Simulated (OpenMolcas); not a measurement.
Computed levels of 2s2 2p4 in ions with 8 electrons, in cm-1 above 3P2.

```
Program             : OpenMolcas
Method              : SS-CASPT2, IPEA 0.25 Eh, imaginary shift 0.1 Eh
Basis               : ANO-R2
Scalar Hamiltonian  : X2C, finite nucleus
Spin-orbit coupling : RASSI with atomic mean-field integrals over the reference wave functions, term energies averaged over their components
```

Active space for each ion: 4 electrons in 3 orbitals (2p); closed shells correlated by CASPT2: 1s 2s.

| Level | O | Ne2+ |
| --- | --- | --- |
| 3P1 | 148 | 600 |
| 3P0 | 221 | 885 |
| 1D2 | 15700 | 26150 |
| 1S0 | 35420 | 58550 |

**Question.** Estimate 3P0, 1D2, 1S0 for F+ from its neighbours O and Ne2+.

**Answer.** 3P0 is fine structure, which grows about as the fourth power of a screened charge, so the fourth roots are averaged: ((221^0.25 + 885^0.25) / 2)^4 = 470. The calculation gives 473, so the estimate is off by -0.6 %; the measured value is 490 (NIST Handbook of Basic Atomic Spectroscopic Data).
1D2 is another term, which grows about linearly with the charge: (15700 + 26150) / 2 = 20925. The calculation gives 21000, so the estimate is off by -0.4 %; the measured value is 20873 (NIST Handbook of Basic Atomic Spectroscopic Data).
1S0 is another term, which grows about linearly with the charge: (35420 + 58550) / 2 = 46985. The calculation gives 47200, so the estimate is off by -0.5 %; the measured value is 44918 (NIST Handbook of Basic Atomic Spectroscopic Data).

CASPT2 does not keep the components of a term degenerate, so their means are used; among the terms shown or strongly mixed into the levels shown the widest spread is 120 cm-1 (2s2 2p4 1D, O). With the s shell closed, the reference lacks s² → p² mixing. Measured partners are found by configuration, term and J. A level has none where our copy of the source lacks it or the pairing is in doubt (some pairs that miss far off the trend of their configuration count as doubtful), and it then counts in no deviation. Levels of configurations outside the active space are missing.
